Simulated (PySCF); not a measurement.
CH3Cl, charge +1, doublet, at a GFN2-xTB geometry (a state made from the parent by changing its charge; the spin is typed, not shown lowest). Base run: PySCF with CCSD/6-31G.

Here is a job for PySCF.
```python
from pyscf import gto, scf, cc

mol = gto.Mole()
mol.atom = '''
    C    -0.00131604    0.04523262   -1.08238306
    Cl    0.00077875   -0.02676598    0.64048998
    H    -0.03211593    1.09416315   -1.42147319
    H     0.90873300   -0.42897516   -1.48626886
    H    -0.88195964   -0.48156210   -1.48628921
'''
mol.basis = '6-31g'
mol.charge = 1
mol.spin = 1
mol.verbose = 4
mol.build()

mf = scf.UHF(mol)
mf.kernel()

mycc = cc.CCSD(mf)
mycc.kernel()
print('E(CCSD) = %.10f' % mycc.e_tot)
```

The base run was repeated with changes; each row names its change, and settings that it needs were set with it.

```tsv
change	ΔE vs base (kcal/mol)	MP2 correlation (Eh)	CC correlation without the perturbative part (Eh)	basis functions
base	0.000	-0.12437	-0.14732	28
frozen = 7	[?]	[?]	[?]	28
cc.conv_tol = 1e-5	0.000	-0.12437	-0.14732	28
cc.diis_space = 3	0.000	-0.12437	-0.14732	28
method = ccsd(t)	[?]	-0.12437	-0.14732	28
frozen = 5	2.00	-0.12089	-0.14413	28
cart = on	0.000	-0.12437	-0.14732	28
density fitting = JK and correlation	0.026	-0.12430	-0.14730	28
method = cisd	[?]	-	-	28
frozen = 6	2.23	-0.12046	-0.14376	28
```

Fill in the missing entries.


- frozen = 7, ΔE vs base (kcal/mol): 15.60
- frozen = 7, MP2 correlation (Eh): -0.10246
- frozen = 7, CC correlation without the perturbative part (Eh): -0.12245
- method = ccsd(t), ΔE vs base (kcal/mol): -1.87
- method = cisd, ΔE vs base (kcal/mol): 4.98

Open shells are given as the SCF converged; they aren't shown to be the lowest states, and a large step between rows can be another state.
